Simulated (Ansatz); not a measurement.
Computed with Ansatz on PBE0-D4/def2-TZVP structures; ΔE is electronic, products minus reactants. CCSD(T)/CBS adds triple-zeta CCSD(T) − MP2 to the extrapolated MP2 energy (def2 sets, frozen cores). DFT in def2-TZVPP. For As outer-core shells are correlated without core-valence functions, which leaves a few kJ/mol of doubt a bond. Scalar relativity is left out up to krypton. One conformer a species, not always the lowest.

`CN([SiH3])CN` + `C1[SiH2][AsH]1` → `[SiH3][As]1C[SiH2]1` + `CNCN`  (ligand exchange at the Si–N bond)

```
         level  ΔE (kJ/mol)
       BLYP-D4          6.5
       PBE0-D4         -3.8
       ωB97M-V          6.5
      PBE-QIDH          0.5
       r2SCANh          1.8
     CAM-B3LYP         13.9
  MP2/def2-SVP          8.2
CCSD/CBS(def2)          5.3
```

What does CCSD(T)/CBS give? (Best estimate.)

The calculation gave: +3.0 kJ/mol. The listed levels differ from it by 3.5, -6.8, 3.5, -2.5, -1.2, 10.9, 5.2, 2.3 kJ/mol.

What do rigid-rotor, harmonic-oscillator terms from PBE0-D4/def2-TZVP frequencies (298.15 K, 1 bar) make of the CCSD(T)/CBS value? (Best estimate.)

Computed: ΔZPE = +8.6 kJ/mol, ΔH = +12.1 kJ/mol, ΔS = -1 J/(mol·K), ΔG = +12.4 kJ/mol.

Largest T1 diagnostic among the species: 0.012.

At CCSD(T), def2-SVP lies +7.0 kJ/mol from the extrapolated value and def2-TZVPP +3.1 kJ/mol. Leaving LDA and LC-ωPBE aside and taking each functional with its dispersion term where it has one, the values, not all of them listed here, spread over 19.1 kJ/mol, from PBE-D4 to CAM-B3LYP-D4. LDA lies +7.3 kJ/mol from PBE without D4.

CCSD(T)/CBS has its own doubt, a few kJ/mol and more with outer-core shells, so smaller differences from it don't rank the levels.
